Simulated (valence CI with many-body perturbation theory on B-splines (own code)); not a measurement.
Energy levels of Mg VIII

Calculated by configuration interaction combined with many-body perturbation theory (CI+MBPT): three valence electrons over a frozen Dirac-Fock core [He], a basis of 9 s, 9 p, 8 d, 6 f, 3 g, 1 h functions for each j, with the one-electron correlation potential Σ1, the two-electron term Σ2, the three-electron term Σ3, Breit, model QED; selected CI, second order for the rest, scaled by the run's own slope (own B-spline code, finite nucleus).

No measured levels were compared; by estimate levels hold to about 100 cm⁻¹ or 0.05 % of their energy and the worst to 300 or 400 cm⁻¹, as in measured light ions of charge 2 to 7.

Levels 1 to 42 of 42, with energies above the lowest level, 2s2 2p 2P°_1/2. "Leading %" is the weight of the configuration and term that name the level; weights of strongly mixed levels are sums over their largest components and can fall short, so below about 35 % the name and the second component can differ from the true leading terms, or belong to a minority configuration.

| No. | Configuration | Term | J | E (eV) | Leading % | Second component | g |
| --- | --- | --- | --- | --- | --- | --- | --- |
| 1 | 2s2 2p | 2P° | 1/2 | 0.00 | 96 |  | 0.665 |
| 2 | 2s2 2p | 2P° | 3/2 | 0.41 | 96 |  | 1.333 |
| 3 | 2s 2p2 | 4P | 1/2 | 16.09 | 100 |  | 2.669 |
| 4 | 2s 2p2 | 4P | 3/2 | 16.23 | 100 |  | 1.734 |
| 5 | 2s 2p2 | 4P | 5/2 | 16.44 | 100 |  | 1.601 |
| 6 | 2s 2p2 | 2D | 5/2 | 28.81 | 99 |  | 1.200 |
| 7 | 2s 2p2 | 2D | 3/2 | 28.81 | 99 |  | 0.799 |
| 8 | 2s 2p2 | 2S | 1/2 | 37.02 | 99 |  | 1.991 |
| 9 | 2s 2p2 | 2P | 1/2 | 39.55 | 98 |  | 0.676 |
| 10 | 2s 2p2 | 2P | 3/2 | 39.79 | 99 |  | 1.333 |
| 11 | 2p3 | 4S° | 3/2 | 51.28 | 100 |  | 2.001 |
| 12 | 2p3 | 2D° | 5/2 | 57.75 | 99 |  | 1.200 |
| 13 | 2p3 | 2D° | 3/2 | 57.76 | 99 |  | 0.800 |
| 14 | 2p3 | 2P° | 1/2 | 65.08 | 96 |  | 0.665 |
| 15 | 2p3 | 2P° | 3/2 | 65.10 | 96 |  | 1.333 |
| 16 | 2s2 3s | 2S | 1/2 | 150.09 | 93 | 5 % 2p2 3s 2S | 2.002 |
| 17 | 2s2 3p | 2P° | 1/2 | 158.10 | 90 | 5 % 2p2 3p 2P° | 0.666 |
| 18 | 2s2 3p | 2P° | 3/2 | 158.20 | 90 | 5 % 2p2 3p 2P° | 1.334 |
| 19 | 2s2 3d | 2D | 3/2 | 165.62 | 93 | 5 % 2p2 3d 2D | 0.799 |
| 20 | 2s2 3d | 2D | 5/2 | 165.64 | 93 | 5 % 2p2 3d 2D | 1.200 |
| 21 | 2s 2p 3s | 4P° | 1/2 | 167.54 | 98 |  | 2.669 |
| 22 | 2s 2p 3s | 4P° | 3/2 | 167.68 | 98 |  | 1.734 |
| 23 | 2s 2p 3s | 4P° | 5/2 | 167.93 | 98 |  | 1.601 |
| 24 | 2s 2p 3s | 2P° | 1/2 | 171.26 | 94 |  | 0.666 |
| 25 | 2s 2p 3s | 2P° | 3/2 | 171.54 | 94 |  | 1.334 |
| 26 | 2s 2p 3p | 2P | 1/2 | 174.59 | 78 | 18 % 2s 2p 3p 4D | 0.546 |
| 27 | 2s 2p 3p | 2P | 3/2 | 174.72 | 81 | 14 % 2s 2p 3p 4D | 1.316 |
| 28 | 2s 2p 3p | 4D | 1/2 | 174.90 | 81 | 17 % 2s 2p 3p 2P | 0.119 |
| 29 | 2s 2p 3p | 4D | 3/2 | 174.97 | 85 | 13 % 2s 2p 3p 2P | 1.220 |
| 30 | 2s 2p 3p | 4D | 5/2 | 175.08 | 99 |  | 1.372 |
| 31 | 2s 2p 3p | 4D | 7/2 | 175.30 | 99 |  | 1.429 |
| 32 | 2s 2p 3p | 4S | 3/2 | 176.54 | 98 |  | 1.996 |
| 33 | 2s 2p 3p | 4P | 1/2 | 177.60 | 99 |  | 2.668 |
| 34 | 2s 2p 3p | 4P | 3/2 | 177.71 | 97 |  | 1.736 |
| 35 | 2s 2p 3p | 4P | 5/2 | 177.84 | 98 |  | 1.598 |
| 36 | 2s 2p 3p | 2D | 3/2 | 178.59 | 97 |  | 0.801 |
| 37 | 2s 2p 3p | 2D | 5/2 | 178.86 | 97 |  | 1.202 |
| 38 | 2s 2p 3p | 2S | 1/2 | 181.14 | 98 |  | 2.001 |
| 39 | 2s 2p 3d | 4F° | 3/2 | 181.27 | 99 |  | 0.401 |
| 40 | 2s 2p 3d | 4F° | 5/2 | 181.35 | 99 |  | 1.030 |
| 41 | 2s 2p 3d | 4F° | 7/2 | 181.47 | 99 |  | 1.239 |
| 42 | 2s 2p 3d | 4F° | 9/2 | 181.63 | 99 |  | 1.334 |

The ionisation energy to 2s2 1S_0 of the next ion comes out as 265.88 eV (NIST: 265.924 eV (semi-empirical)). All 42 levels together are meant to be complete up to 182.32 eV.
